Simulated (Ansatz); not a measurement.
Reactions of CAlClFNO (`O=C=[N][Al]([F])[Cl]`).

Program: Ansatz. Geometries: PBE0-D4/def2-TZVP. ΔE: electronic, gas phase. CBS: MP2 limit from def2 TZ/QZ plus the TZ coupled-cluster correction, frozen cores. This one scheme is used for every species. Functionals use def2-TZVPP. For Se outer-core shells are correlated without core-valence functions, which leaves a few kJ/mol of doubt a bond. Scalar relativity is left out up to krypton. One conformer a species, not always the lowest.

| reaction | ωB97X-V (kJ/mol) | HF/CBS(def2) (kJ/mol) | PBE-D4 (kJ/mol) |
| --- | --- | --- | --- |
| `O=C=[N][Al]([F])[Cl]` + CH₃SH → `C[S][Al]([F])[Cl]` + `N=C=O` | 33 | 56 | 18 |
| `O=C=[N][Al]([F])[Cl]` + `FC[SiH](F)S` → `O=C=[N][Al]([F])[F]` + `FC[SiH](S)Cl` | 25 | 31 | 19 |
| `O=C=[N][Al]([F])[Cl]` + `C[SiH]([AlH2])Cl` → `C[SiH](Cl)[Al]([F])[Cl]` + `O=C=[N][AlH2]` | -23 | -17 | -25 |
| `O=C=[N][Al]([F])[Cl]` + H₂S → `[F][Al]([SH])[Cl]` + `N=C=O` | 27 | 46 | 14 |
| `O=C=[N][Al]([F])[Cl]` + `C[Se][SiH2]Cl` → `C[Se][Al]([F])[Cl]` + `O=C=N[SiH2]Cl` | -5 | -8 | -4 |
| `O=C=[N][Al]([F])[Cl]` + `CO[SiH2]Cl` → `C[O][Al]([F])[Cl]` + `O=C=N[SiH2]Cl` | 19 | 23 | 16 |

Give the CCSD(T)/CBS values in the same order. (Best estimate.)

Ansatz gave: 31, 21, -21, 26, -5, 19 kJ/mol.

Largest T1 diagnostic: 0.018, for `N=C=O`.
